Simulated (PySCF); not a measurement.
```xyz
10

C     -0.1010     0.6427    -0.4614
C     -0.9856    -0.3514     0.3105
O      0.1706    -1.0811     0.7822
C      1.0712    -0.1931     0.0807
H     -0.2208     0.6294    -1.5427
H     -0.1407     1.6710    -0.1080
H     -1.6379    -0.9811    -0.3000
H     -1.5628     0.0680     1.1384
H      1.6612    -0.7271    -0.6685
H      1.7457     0.3227     0.7688
```

Charge 0, multiplicity 1.

Task: Give the Mulliken and meta-Löwdin atomic charges from PySCF with TPSSh-D3(BJ)/def2-TZVP // B3LYP-D3(BJ)/def2-TZVP.

Result: 
```
atom  Mulliken (e)  meta-Löwdin (e)
----  ------------  ---------------
C1           -0.24            -0.23
C2            0.00             0.02
O3           -0.31            -0.43
C4            0.00             0.02
H5            0.11             0.11
H6            0.11             0.11
H7            0.08             0.10
H8            0.08             0.10
H9            0.08             0.10
H10           0.08             0.10
```
